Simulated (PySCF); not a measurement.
Bonds (- single, = double, # triple, : aromatic): C1=C2, C2-C3, C2-Si4, Si4-F5, Si4-Si6, Si6-Si7, Si7-Si8, Si8-C9, Si8-Si4. C1 carries H10, H11; C3 carries H12, H13, H14; Si6 carries H15, H16; Si7 carries H17, H18; Si8 carries H19; C9 carries H20, H21, H22. Stereochemistry as in C=C(C)[Si@@]1(F)[SiH2][SiH2][Si@@H]1C. H11 is cis to C3; H16, H18 are cis to C9 on the ring; H10 is trans to C3; H15, H17 are trans to C9 on the ring.

No solvent model, one conformer, non-relativistic, one averaged value for each set of equivalent atoms. Geometry from GFN2-xTB; shieldings: GIAO PBE0/pcSseg-1; PySCF 2.14.

Shifts are taken against calculated references (same method and geometry level): TMS for 13C, 1H, 29Si; 19F vs CFCl3.

| atoms | nucleus | count | Hirshfeld charge | δ (ppm) |
| --- | --- | --- | --- | --- |
| C3 | 13C | 1 | -0.12 | ? |
| H12/H13/H14 | 1H | 3 | 0.04 | 1.86 |
| H11 | 1H | 1 | 0.05 | ? |
| Si8 | 29Si | 1 | 0.18 | ? |
| F5 | 19F | 1 | -0.21 | ? |
| H15 | 1H | 1 | -0.07 | 4.08 |
| C1 | 13C | 1 | -0.10 | 134.1 |
| Si4 | 29Si | 1 | 0.28 | 57.2 |
| C2 | 13C | 1 | -0.09 | 151.3 |
| H18 | 1H | 1 | -0.07 | 3.70 |
| Si7 | 29Si | 1 | 0.13 | ? |
| Si6 | 29Si | 1 | 0.13 | -91.5 |
| C9 | 13C | 1 | -0.21 | -7.9 |
| H19 | 1H | 1 | -0.08 | 4.86 |
| H16 | 1H | 1 | -0.07 | 4.34 |
| H20/H21/H22 | 1H | 3 | 0.04 | ? |
| H10 | 1H | 1 | 0.04 | 5.89 |
| H17 | 1H | 1 | -0.08 | 3.78 |

Q: Complete the table.

A: 
- C3: 23.3 ppm, allylic methyl carbon; aliphatic region, no heteroatom directly attached
- H11: 6.17 ppm, hydrogen on a terminal =CH2 carbon; a vinylic proton, deshielded by the sp2 carbon and the C=C anisotropy
- H20/H21/H22: 0.56 ppm, hydrogen on a methyl carbon bonded to Si; an electropositive neighbour shields it, as in TMS itself
- Si8: -38.0 ppm, silicon bonded to C, 2 Si, H, in a 4-membered ring
- Si7: -116.8 ppm, silicon bonded to 2 Si, 2 H, in a 4-membered ring
- F5: -218.8 ppm, fluorine bonded to Si

Shifts are as computed. Against solution values, carbons near 30 ppm lie about +3 ppm off and those near 130 ppm about +5 ppm. Of 1309 compounds with measured shifts, 239 miss one by over three times the rms of a fit or turn the order of signals round; such compounds aren't used in these exercises. Unscaled 19F shifts against computed CFCl3 carry errors that often reach 10 to 50 ppm.
